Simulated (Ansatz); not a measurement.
Abridged output of a molecular run in Ansatz:

```
Functional definition: HF
941 factors; integrals over basis functions are off by at most 1.3e-3 eV
mean field evaluation 1: about -61760.1083 eV, gradient 3.4e1 eV
mean field evaluation 2: about -61760.1095 eV, gradient 3.4e1 eV
mean field evaluation 4: about -61763.0171 eV, gradient 2.8e0 eV
mean field evaluation 8: about -61763.0567 eV, gradient 1.9e-4 eV
mean field -61763.05671604 eV, -2269.7504698111 hartree, gradient 1.5e-6 eV, S^2 0.000000; 0 other end points of the search recorded, 0 dependent functions left out
15 core orbitals not correlated: weight in the atoms' cores, before any rotation towards them, 1.000 or more for the frozen orbitals, at most 0.000 for the correlated occupied ones
reference -61763.05671604 eV, -2269.7504698111 hartree; 14, 14 occupied and 65, 65 virtual orbitals, 941 factors
second order -13.48705063 eV of doubles, -0.00000000 eV of singles
cycle   1  -13.73760366 eV  change   -2.5e-1 eV  update   1.1e-1
cycle   2  -14.26802266 eV  change   -5.3e-1 eV  update   3.4e-2
cycle   3  -14.37620384 eV  change   -1.1e-1 eV  update   2.0e-2
cycle   4  -14.36437901 eV  change    1.2e-2 eV  update   5.9e-3
cycle   5  -14.36517667 eV  change   -8.0e-4 eV  update   2.9e-3
cycle   6  -14.36441325 eV  change    7.6e-4 eV  update   8.8e-4
cycle   7  -14.36427014 eV  change    1.4e-4 eV  update   3.8e-4
cycle   8  -14.36431854 eV  change   -4.8e-5 eV  update   9.8e-5
cycle   9  -14.36435004 eV  change   -3.2e-5 eV  update   3.2e-5
perturbative correction -0.42590558 eV, -0.0156517413 hartree
Total energy: -61777.84697166 eV, -2270.2940016799 hartree
```

Its atoms:

```xyz
9

N    -1.023   -0.720   -1.528
Ga   -0.860   -0.345    0.242
Si    1.186    0.695    0.952
H    -1.832   -1.153   -1.941
H    -0.315   -0.518   -2.214
H    -2.088   -0.746    1.129
H     0.921    2.017    1.587
H     2.120    0.917   -0.187
H     1.891   -0.147    1.960
```

Problem. Which basis set was used?
A. def2-TZVPP
B. def2-SVPD
C. def2-SVP
D. def2-QZVPP

Solution. C. It gives 94 functions.

Problem. Write the keys of the input that set method, charge and spin (a neutral closed shell needs none for the last two).

Solution. 
```yaml
correlation: {method: ccsd_t}
```
